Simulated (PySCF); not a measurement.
Species: C₅H₉NO.
Numbering: `[CH2:1]=[CH:2][C:3](=[O:4])[N:5]([CH3:6])[CH3:7]` (hydrogens: H8, H9 on C1; H10 on C2; H11, H12, H13 on C6; H14, H15, H16 on C7)

Computed geometry: GFN2-xTB, gas phase.

Give the optimised bond lengths and angles.

```
                  bond  length (Å)   order
                 C1=C2       1.324  double
                 C2–C3       1.488  single
                 C3=O4       1.220  double
                 C3–N5       1.358  single
                 N5–C6       1.443  single
                 N5–C7       1.444  single
                 C1–H8       1.078  single
                 C1–H9       1.077  single
                C2–H10       1.080  single
C6–H11, C6–H12, C6–H13       1.091  single
C7–H14, C7–H15, C7–H16       1.091  single
```

Bonds in one row agree within 0.01 Å and their mean is given. Orders are formal, as drawn. A selection of angles:
```
     angle  degrees
  C2–C1–H8    120.2
  C2–C1–H9    122.5
  H8–C1–H9    117.3
  C1–C2–C3    120.5
 C1–C2–H10    121.5
 C3–C2–H10    118.0
  C2–C3–O4    121.6
  C2–C3–N5    116.5
  O4–C3–N5    121.9
  C3–N5–C6    124.5
  C3–N5–C7    119.2
  C6–N5–C7    116.2
 N5–C6–H11    111.6
 N5–C6–H13    108.7
H11–C6–H12    109.2
H11–C6–H13    108.2
 N5–C7–H14    110.4
 N5–C7–H15    110.7
 N5–C7–H16    107.9
H14–C7–H15    109.1
```

Dihedral angles: C1–C2–C3–O4 28° (synperiplanar); C2–C3–N5–C6 4° (synperiplanar). The mirror-image conformer, all signs reversed, is as good.

The C–C distances run from 1.324 Å (C1=C2, drawn double) to 1.488 Å (C2–C3, drawn single), a spread of 0.164 Å. N5 (amide nitrogen) is planar (angles 124.5°, 119.2° and 116.2°, sum 360.0°, 0.01 Å off the plane of its three neighbours). Of the pairs four or more bonds apart, O4···H16 is among the closest relative to their van der Waals radii: 2.22 Å, 82 % of the sum of Bondi's values. The 3 C–N bonds span 1.358 Å (C3–N5, drawn single) to 1.444 Å (N5–C7, drawn single), a spread of 0.086 Å.

Point group: C1 (no symmetry element, even within 0.4 Å). No frequency check. One conformer, not necessarily the lowest.
